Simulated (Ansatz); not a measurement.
A first, cheap relaxation of C₂H₉BGe (`B[CH2][GeH2][CH3]`).

```yaml
crystal:
  periodic: [false, false, false]
  atoms:
    - {symbol: B, position_ang: [-1.464500, 1.147700, -0.448600]}
    - {symbol: C, position_ang: [-1.265000, -0.376100, -0.416300]}
    - {symbol: Ge, position_ang: [0.616200, -0.735800, -0.501200]}
    - {symbol: C, position_ang: [1.591100, -0.021800, 1.100500]}
    - {symbol: H, position_ang: [-1.084400, 1.880000, 0.377200]}
    - {symbol: H, position_ang: [-2.143200, 1.682600, -1.341300]}
    - {symbol: H, position_ang: [-1.654300, -0.787100, 0.527300]}
    - {symbol: H, position_ang: [-1.718500, -0.836200, -1.290700]}
    - {symbol: H, position_ang: [1.262800, -0.058200, -1.706800]}
    - {symbol: H, position_ang: [0.874000, -2.268300, -0.526700]}
    - {symbol: H, position_ang: [1.047200, -0.485400, 2.027300]}
    - {symbol: H, position_ang: [2.617100, -0.271800, 1.091700]}
    - {symbol: H, position_ang: [1.341900, 1.095600, 1.122300]}
basis:
  gaussian: {orbitals: def2-SVP}
hamiltonian: {xc: pbe, dispersion: d4}
relax: {f_tol: 0.03, max_steps: 200}
```

```sh
$ ansatz run in.yaml --threads 4 --pin off --events-out ev --progress --plain --max-ram 10444MiB
```

Shortened log:

```
Functional definition: PBE
mean field -59391.99722695 eV, -2182.6156407487 hartree, gradient 2.6e-5 eV, S^2 0.000000; 0 other end points of the search recorded, 0 dependent functions left out
relax step   1: F+E_penalty+E_count = -59392.24024542 eV  Δ(F+E_penalty+E_count) = +0.000e0 eV  max|allowed force component| = 3.910e0 eV/Å  Δτ_max = 0.0000 Å  (27 SCF iters, accepted)
mean field -59392.30405458 eV, -2182.6269164564 hartree, gradient 1.2e-5 eV, S^2 0.000000; 0 other end points of the search recorded, 0 dependent functions left out
relax step   2: F+E_penalty+E_count = -59392.54541803 eV  Δ(F+E_penalty+E_count) = -3.052e-1 eV  max|allowed force component| = 1.060e0 eV/Å  Δτ_max = 0.1267 Å  (27 SCF iters, accepted)
mean field -59392.38815615 eV, -2182.6300071318 hartree, gradient 2.3e-5 eV, S^2 0.000000; 0 other end points of the search recorded, 0 dependent functions left out
relax step   3: F+E_penalty+E_count = -59392.62948633 eV  Δ(F+E_penalty+E_count) = -8.407e-2 eV  max|allowed force component| = 4.684e-1 eV/Å  Δτ_max = 0.0827 Å  (28 SCF iters, accepted)
mean field -59392.41906827 eV, -2182.6311431315 hartree, gradient 2.1e-5 eV, S^2 0.000000; 0 other end points of the search recorded, 0 dependent functions left out
relax step   4: F+E_penalty+E_count = -59392.66034104 eV  Δ(F+E_penalty+E_count) = -3.085e-2 eV  max|allowed force component| = 1.648e-1 eV/Å  Δτ_max = 0.1999 Å  (27 SCF iters, accepted)
mean field -59392.42846876 eV, -2182.6314885931 hartree, gradient 1.8e-5 eV, S^2 0.000000; 0 other end points of the search recorded, 0 dependent functions left out
relax step   5: F+E_penalty+E_count = -59392.67057469 eV  Δ(F+E_penalty+E_count) = -1.023e-2 eV  max|allowed force component| = 2.149e-1 eV/Å  Δτ_max = 0.2000 Å  (27 SCF iters, accepted)
mean field -59392.43669875 eV, -2182.6317910397 hartree, gradient 5.8e-6 eV, S^2 0.000000; 0 other end points of the search recorded, 0 dependent functions left out
relax step   6: F+E_penalty+E_count = -59392.68069549 eV  Δ(F+E_penalty+E_count) = -1.012e-2 eV  max|allowed force component| = 1.046e-1 eV/Å  Δτ_max = 0.1516 Å  (27 SCF iters, accepted)
mean field -59392.43940674 eV, -2182.6318905562 hartree, gradient 2.5e-5 eV, S^2 0.000000; 0 other end points of the search recorded, 0 dependent functions left out
relax step   7: F+E_penalty+E_count = -59392.68304660 eV  Δ(F+E_penalty+E_count) = -2.351e-3 eV  max|allowed force component| = 3.958e-2 eV/Å  Δτ_max = 0.0675 Å  (28 SCF iters, accepted)
mean field -59392.44012151 eV, -2182.6319168237 hartree, gradient 2.5e-5 eV, S^2 0.000000; 0 other end points of the search recorded, 0 dependent functions left out
relax step   8: F+E_penalty+E_count = -59392.68351704 eV  Δ(F+E_penalty+E_count) = -4.704e-4 eV  max|allowed force component| = 2.562e-2 eV/Å  Δτ_max = 0.0331 Å  (28 SCF iters, accepted)
mean field -59392.44012151 eV, -2182.6319168237 hartree, gradient 2.5e-5 eV, S^2 0.000000; 1 other end points of the search recorded, 0 dependent functions left out
Total energy: -59392.68355734 eV, -2182.6408629253 hartree
Atom 0 at    -1.475325     1.132462    -0.465542 Å, force     0.003699    -0.000391     0.001678 eV/Å
Atom 1 at    -1.384447    -0.393017    -0.347896 Å, force    -0.004957    -0.000609    -0.003159 eV/Å
Atom 2 at     0.611247    -0.665930    -0.502288 Å, force     0.018556     0.005809    -0.025624 eV/Å
Atom 3 at     1.531097     0.000189     1.099923 Å, force    -0.016774    -0.004618     0.021681 eV/Å
Atom 4 at    -1.309657     1.843832     0.512661 Å, force    -0.006705     0.004721    -0.000274 eV/Å
Atom 5 at    -1.615529     1.667880    -1.552429 Å, force     0.003502    -0.000080     0.002594 eV/Å
Atom 6 at    -1.617025    -0.843889     0.637755 Å, force    -0.003083     0.004970     0.001101 eV/Å
Atom 7 at    -1.810647    -0.991063    -1.177134 Å, force     0.005208    -0.006529     0.006193 eV/Å
Atom 8 at     1.159123     0.028250    -1.779490 Å, force    -0.003072     0.000714    -0.004186 eV/Å
Atom 9 at     0.810662    -2.200597    -0.656544 Å, force    -0.001636    -0.001724     0.003052 eV/Å
Atom 10 at     1.074786    -0.443907     2.006361 Å, force     0.012444     0.007190     0.008658 eV/Å
Atom 11 at     2.604648    -0.270564     1.075260 Å, force    -0.005093    -0.006360    -0.011851 eV/Å
Atom 12 at     1.441468     1.101553     1.164063 Å, force    -0.002087    -0.003094     0.000137 eV/Å
Dipole moment:     0.138685    -0.210798     0.145694 e Å
```

Run time 10 s (4 threads of an Arm Neoverse V2 on a shared host); peak host memory 0.17 GiB.
